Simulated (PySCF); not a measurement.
## Computed structure and properties of [Er(CH3)2]+

System: [Er(CH3)2]+ (singlet in the valence; each metal's 4f electrons, 11 of them, lie in its core potential, out of spins and levels); start: displaced along the imaginary mode (C2). Method: PySCF 2.14.0, RKS PBE0, Er lcecp-1-SVP with ECP57, C def2-SVP, H def2-SVP; non-relativistic Hamiltonian with scalar-relativistic core potentials where named; density fitting; no spin-orbit coupling.

Input of the relaxation:

```python
mol = gto.M(atom='''
Er    -0.00000     0.00000    -0.23037
C      1.71190     0.01719     1.21476
H      2.71195    -0.21331     0.74223
H      1.79313     1.02591     1.72517
H      1.51966    -0.74223     2.03298
C     -1.71190    -0.01719     1.21476
H     -2.71195     0.21331     0.74223
H     -1.79313    -1.02591     1.72517
H     -1.51966     0.74223     2.03298''',
    basis={'Er': 'lcecp-1-SVP', 'C': 'def2-SVP', 'H': 'def2-SVP'},
    ecp={'Er': 'lcecp-1-SVP'},
    charge=1, spin=0)
mf = dft.RKS(mol, xc='PBE0')
mf.grids.atom_grid = (50, 194)  # f atoms: unpruned, at least (60, 302)
mf = mf.density_fit()  # fitting sets: Er AutoAux, C def2-universal-JKFIT, H def2-universal-JKFIT
mf.conv_tol = 1e-08; mf.max_cycle = 55
mf.kernel(dm0)  # dm0: converged density of the start geometry
# quasi-Newton relaxation in Cartesian coordinates to a largest gradient under 0.00045 Eh/bohr, steps kept in the point group
```

Run from Python with OMP_NUM_THREADS=2; the lines above give its settings. Where DIIS fails, smearing, a level shift and second-order steps follow.
It took 16 s on 2 threads of Arm Neoverse V1, on a shared host, from the converged density of the start.

Course of the relaxation:

```tsv
step	energy above end (eV)	largest force component within the symmetry (eV/Å)
0	0.0620	0.727
1	0.0004	0.073
2	0.0001	0.053
3	0.0000	0.024
4	0.0000	0.003
```

Relaxed geometry (C2):

```xyz
9

Er    0.0000    0.0000   -0.2268
C     1.7132    0.0175    1.2157
H     2.6958   -0.2092    0.7610
H     1.8006    1.0015    1.7162
H     1.5345   -0.7212    2.0204
C    -1.7132   -0.0175    1.2157
H    -2.6958    0.2092    0.7610
H    -1.8006   -1.0015    1.7162
H    -1.5345    0.7212    2.0204
```

| contact | Å |
| --- | --- |
| Er1–C2 (CH3) | 2.240 |
| Er1–C6 (CH3) | 2.240 |

On the finer grid (75, 302):

```json
{
  "HOMO": "-11.77 eV",
  "LUMO": "-7.19 eV",
  "Dipole about the centre of mass": "3.48 D",
  "Set of Mulliken populations of Er1 outside the core potential": "s 2.51, p 6.13, d 1.10, f 0.02",
  "D3(BJ) dispersion energy (not in the energies)": "-0.125 eV"
}
```

```csv
atom,Mulliken (e),Löwdin (e),spin (e)
Er1,1.23,1.12,0.00
C2,-0.52,-0.32,0.00
H3,0.13,0.08,0.00
H4,0.14,0.09,0.00
H5,0.14,0.09,0.00
C6,-0.52,-0.32,0.00
H7,0.13,0.08,0.00
H8,0.14,0.09,0.00
H9,0.14,0.09,0.00
```

The 4f levels lie in the core potential and are missing. Their spin isn't counted.

On the grid (50, 194), as all that follows. Harmonic modes: a minimum within the noise of the softest modes; lowest 48 cm⁻¹ (negative: unstable), highest 3121 cm⁻¹, zero-point energy 1.809 eV.

Taking off one CH3 (charge -1, singlet; the rest: singlet) in vacuum, both parts rigid, costs 15.99 eV; the small basis without counterpoise inflates it. Most of it is the attraction of opposite charges; other ways to part are cheaper, and one spin state was tried for the rest.

Rigid scan of CH3 along the line from its metal:

| distance to C2 (Å) | energy (eV) |
| --- | --- |
| 1.94 | 0.802 |
| 2.04 | 0.310 |
| 2.14 | 0.068 |
| 2.24 | 0.000 |
| 2.34 | 0.052 |
| 2.44 | 0.186 |
| 2.64 | 0.590 |
| 2.94 | 1.314 |
| 3.34 | 2.222 |
| 3.84 | 3.111 |

One start shape was tried, so this needn't be the lowest isomer.

An lcecp potential fixes the number of 4f electrons, so in runs with it no electron can move into or out of that shell.
